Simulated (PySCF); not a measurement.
IRb, charge -1, doublet, at the geometry of the source list (a state made from the parent by changing its charge; the spin is typed, not shown lowest) (core potentials on I, Rb) (in this run its highest filled SCF level lies above zero, so its values depend strongly on the basis, on diffuse functions most of all); DF-TPSS/def2-TZVPD in PySCF.

PySCF was given this input:
```python
from pyscf import gto, scf, dft
import numpy

mol = gto.M(
    atom='''
Rb   -1.089600   -0.774000   -0.928300
I     1.089600    0.774000    0.928300
''',
    basis='def2-tzvpd',
    ecp={'I': 'def2-tzvpd', 'Rb': 'def2-tzvpd'},
    charge=-1,
    spin=1,
    verbose=4,
)
print('smallest overlap eigenvalue', numpy.linalg.eigvalsh(mol.intor('int1e_ovlp'))[0])

mf = dft.UKS(mol)
mf.xc = 'tpss'
mf = mf.density_fit(auxbasis='def2-universal-jkfit')
mf = scf.addons.remove_linear_dep_(mf, threshold=1e-8, lindep=1e-8)
mf.kernel()
mf.analyze()
```

Predict the main parts of the log of this PySCF run.


```
PySCF version 2.14.0

[INPUT] verbose = 4
[INPUT] num. atoms = 2
[INPUT] num. electrons = 35
[INPUT] charge = -1
[INPUT] spin (= nelec alpha-beta = 2S) = 1
[INPUT] symmetry False subgroup None
[INPUT] Mole.unit = angstrom
[INPUT] Symbol           X                Y                Z      unit          X                Y                Z       unit  Magmom
[...]
nuclear repulsion = 36.5839816703182
number of shells = 32
number of NR pGTOs = 147
number of NR cGTOs = 92
basis = def2-tzvpd
ecp = {'I': 'def2-tzvpd', 'Rb': 'def2-tzvpd'}
input.py:20: DeprecationWarning: remove_linear_dep_ is deprecated and will be removed in a future release. Linear dependency handling is now built into the SCF procedure by default. Linear dependency removal can be controlled using the following settings:
  pyscf.scf.hf.remove_overlap_zero_eigenvalue = True
  pyscf.scf.hf.overlap_zero_eigenvalue_threshold = 1e-6

  mf = scf.addons.remove_linear_dep_(mf, threshold=1e-8, lindep=1e-8)
smallest overlap eigenvalue 0.002094499180708907

******** <class 'pyscf.df.df_jk.DFUKS'> ********
method = DFUKS
initial guess = minao
damping factor = 0
level_shift factor = 0
DIIS = <class 'pyscf.scf.diis.CDIIS'>
diis_start_cycle = 1
diis_space = 8
diis_damp = 0
SCF conv_tol = 1e-09
SCF conv_tol_grad = None
SCF max_cycles = 50
direct_scf = False
number electrons alpha = 18  beta = 17
XC library pyscf.dft.libxc version 7.1.2
    S. Lehtola, C. Steigemann, M. J. T. Oliveira, and M. A. L. Marques,  SoftwareX 7, 1–5 (2018)
XC functionals = tpss
    J. Tao, J. P. Perdew, V. N. Staroverov, and G. E. Scuseria,  Phys. Rev. Lett. 91, 146401 (2003)
    J. P. Perdew, J. Tao, V. N. Staroverov, and G. E. Scuseria,  J. Chem. Phys. 120, 6898 (2004)
    J. Tao, J. P. Perdew, V. N. Staroverov, and G. E. Scuseria,  Phys. Rev. Lett. 91, 146401 (2003)
    J. P. Perdew, J. Tao, V. N. Staroverov, and G. E. Scuseria,  J. Chem. Phys. 120, 6898 (2004)
radial grids:
    Treutler-Ahlrichs [JCP 102, 346 (1995); DOI:10.1063/1.469408] (M4) radial grids

becke partition: Becke, JCP 88, 2547 (1988); DOI:10.1063/1.454033
pruning grids: <function nwchem_prune>
grids dens level: 3
symmetrized grids: False
atomic radii adjust function: <function treutler_atomic_radii_adjust>
small_rho_cutoff = 0
Set gradient conv threshold to 3.16228e-05
tot grids = 43872
init E= -276.903761799593

cycle= 1 E= -318.921870816323  delta_E=  -42  |g|= 2.76  |ddm|= 13.7
cycle= 2 E= -308.486432204743  delta_E= 10.4  |g|= 3.64  |ddm|= 12.7
cycle= 3 E= -321.190409833218  delta_E= -12.7  |g|= 0.725  |ddm|= 12.1
cycle= 4 E= -321.03177695432  delta_E= 0.159  |g|= 0.838  |ddm|= 4.55
cycle= 5 E= -321.783530578775  delta_E= -0.752  |g|= 0.147  |ddm|= 2.54
cycle= 6 E= -321.797814579228  delta_E= -0.0143  |g|= 0.0907  |ddm|= 0.775

cycle= 7 E= -321.80085182543  delta_E= -0.00304  |g|= 0.0152  |ddm|= 0.181

cycle= 8 E= -321.800979328791  delta_E= -0.000128  |g|= 0.00297  |ddm|= 0.0874

cycle= 9 E= -321.800987090748  delta_E= -7.76e-06  |g|= 0.000817  |ddm|= 0.026

cycle= 10 E= -321.800987683237  delta_E= -5.92e-07  |g|= 0.000168  |ddm|= 0.004

cycle= 11 E= -321.800987721018  delta_E= -3.78e-08  |g|= 6.29e-05  |ddm|= 0.00116

cycle= 12 E= -321.800987732528  delta_E= -1.15e-08  |g|= 1.38e-05  |ddm|= 0.00067

cycle= 13 E= -321.800987734773  delta_E= -2.24e-09  |g|= 1.07e-05  |ddm|= 0.0003

cycle= 14 E= -321.800987735298  delta_E= -5.25e-10  |g|= 9.03e-06  |ddm|= 7.92e-05

Extra cycle  E= -321.800987736028  delta_E= -7.3e-10  |g|= 3.46e-06  |ddm|= 0.000181
converged SCF energy = -321.800987736028  <S^2> = 0.75007151  2S+1 = 2.0000715
**** SCF Summaries ****
Total Energy =                        -321.800987736028276
Nuclear Repulsion Energy =              36.583981670318209
One-electron Energy =                 -637.068079368689610
Two-electron Energy =                  278.683109962343110
Two-electron Coulomb Energy =          304.679513995117361
DFT Exchange-Correlation Energy =      -25.996404032774276
**** MO energy ****
                             alpha | beta                alpha | beta
[...]
WARN: Weak orthogonality for localized orbitals 1.4332955183580344e-09

spin_pop of  0 Rb 4s        0.00003
spin_pop of  0 Rb 5s        0.66902
spin_pop of  0 Rb 6s        0.03133
spin_pop of  0 Rb 7s        0.01782
spin_pop of  0 Rb 8s        0.00774
spin_pop of  0 Rb 9s        0.01083
spin_pop of  0 Rb 4px       0.00233
spin_pop of  0 Rb 4py       0.00273
spin_pop of  0 Rb 4pz       0.00118
spin_pop of  0 Rb 5px      -0.00002
spin_pop of  0 Rb 5py       0.00138
spin_pop of  0 Rb 5pz       0.00095
spin_pop of  0 Rb 6px      -0.00026
spin_pop of  0 Rb 6py       0.07742
spin_pop of  0 Rb 6pz       0.03884
spin_pop of  0 Rb 7px       0.05788
spin_pop of  0 Rb 7py       0.00143
spin_pop of  0 Rb 7pz       0.00066
spin_pop of  0 Rb 4dxy      0.00010
spin_pop of  0 Rb 4dyz     -0.00003
spin_pop of  0 Rb 4dz^2     0.00021
spin_pop of  0 Rb 4dxz     -0.00001
spin_pop of  0 Rb 4dx2-y2   -0.00000
spin_pop of  0 Rb 5dxy      0.00018
spin_pop of  0 Rb 5dyz      0.00001
spin_pop of  0 Rb 5dz^2     0.00034
spin_pop of  0 Rb 5dxz      0.00004
spin_pop of  0 Rb 5dx2-y2   -0.00009
spin_pop of  0 Rb 6dxy     -0.00045
spin_pop of  0 Rb 6dyz     -0.00056
spin_pop of  0 Rb 6dz^2    -0.00061
spin_pop of  0 Rb 6dxz     -0.00058
spin_pop of  0 Rb 6dx2-y2    0.00012
spin_pop of  1 I 4s       -0.00000
spin_pop of  1 I 5s        0.01059
spin_pop of  1 I 6s        0.00693
spin_pop of  1 I 7s        0.00477
spin_pop of  1 I 8s        0.00295
spin_pop of  1 I 9s        0.00115
spin_pop of  1 I 10s        0.00081
spin_pop of  1 I 4px       0.00001
spin_pop of  1 I 4py       0.00010
spin_pop of  1 I 4pz       0.00006
spin_pop of  1 I 5px       0.00057
spin_pop of  1 I 5py       0.00004
spin_pop of  1 I 5pz       0.00002
spin_pop of  1 I 6px       0.00022
spin_pop of  1 I 6py       0.01973
spin_pop of  1 I 6pz       0.01038
spin_pop of  1 I 7px       0.01494
spin_pop of  1 I 7py       0.00248
spin_pop of  1 I 7pz       0.00116
spin_pop of  1 I 8px       0.00181
spin_pop of  1 I 8py       0.00043
spin_pop of  1 I 8pz       0.00021
spin_pop of  1 I 9px       0.00041
spin_pop of  1 I 9py       0.00007
spin_pop of  1 I 9pz       0.00001
spin_pop of  1 I 4dxy     -0.00002
spin_pop of  1 I 4dyz     -0.00004
spin_pop of  1 I 4dz^2    -0.00001
spin_pop of  1 I 4dxz     -0.00004
spin_pop of  1 I 4dx2-y2    0.00000
spin_pop of  1 I 5dxy      0.00002
spin_pop of  1 I 5dyz      0.00001
spin_pop of  1 I 5dz^2     0.00002
spin_pop of  1 I 5dxz      0.00001
spin_pop of  1 I 5dx2-y2    0.00000
spin_pop of  1 I 6dxy      0.00003
spin_pop of  1 I 6dyz      0.00002
spin_pop of  1 I 6dz^2     0.00003
spin_pop of  1 I 6dxz      0.00002
spin_pop of  1 I 6dx2-y2   -0.00000
spin_pop of  1 I 7dxy      0.00000
spin_pop of  1 I 7dyz      0.00000
spin_pop of  1 I 7dz^2     0.00001
spin_pop of  1 I 7dxz     -0.00000
spin_pop of  1 I 7dx2-y2    0.00007
spin_pop of  1 I 4f-3      0.00000
spin_pop of  1 I 4f-2      0.00000
spin_pop of  1 I 4f-1      0.00000
spin_pop of  1 I 4f+0      0.00000
spin_pop of  1 I 4f+1      0.00000
spin_pop of  1 I 4f+2      0.00000
spin_pop of  1 I 4f+3      0.00000
spin_pop of  1 I 5f-3      0.00000
spin_pop of  1 I 5f-2     -0.00000
spin_pop of  1 I 5f-1      0.00000
spin_pop of  1 I 5f+0      0.00000
spin_pop of  1 I 5f+1      0.00000
spin_pop of  1 I 5f+2      0.00000
spin_pop of  1 I 5f+3      0.00000

WARN: Weak orthogonality for localized orbitals 1.4332955183580344e-09

In total            18.00000 | 17.00000

WARN: System has nonzero charge -1; the dipole moment is origin-dependent.
Location of origin: [0. 0. 0.]

Dipole moment(X, Y, Z, Debye):  2.42741,  1.72437,  2.06802
```
